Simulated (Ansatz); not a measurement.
Ge₃Te₃. Charge 0, multiplicity 1. Geometry r2SCAN-D4/def2-SVP, basis def2-TZVP, Ansatz.

```xyz
6

Ge   -1.123   -1.811    0.008
Ge    0.091    2.322    0.100
Ge   -0.333    0.273    1.635
Te   -1.893    0.730   -0.621
Te    2.041    0.337    0.153
Te    1.217   -1.852   -1.275
```

```tsv
run	HOMO (eV)	LUMO (eV)
A	-8.06	-1.58
B	-5.90	-3.24
C	-5.28	-3.83
D	-5.05	-3.78
E	-5.54	-3.60
```

In the def2 sets Te takes a core potential; there is no spin–orbit coupling. LC-ωPBE has ω = 0.4 bohr⁻¹. HSE06 is defined as in plane-wave codes, on full-range PBE exchange. Another isomer (singlet) lies 0.22 eV lower at PBE0-D4/def2-TZVP; other spin states weren't run for this one.

Task: The runs used HSE06, LC-ωPBE, PBE, PBE0, r2SCAN. Estimate which is which.

Result: A LC-ωPBE (range-separated); B PBE0 (25 % exact exchange); C r2SCAN (0 % exact exchange); D PBE (0 % exact exchange); E HSE06 (range-separated). Exact exchange lowers occupied and raises empty levels; among semilocal functionals meta-GGAs tend to open the gap a little, and such runs are hard to tell apart. The gap grows from 1.27 eV (PBE) to 6.48 eV (LC-ωPBE). The restricted singlet is unstable towards broken spin symmetry in Hartree–Fock (as tested in another run); at LC-ωPBE/def2-TZVP, PBE0-D4/def2-TZVP, r2SCAN-D4/def2-TZVP, PBE-D4/def2-TZVP and others this wasn't settled.
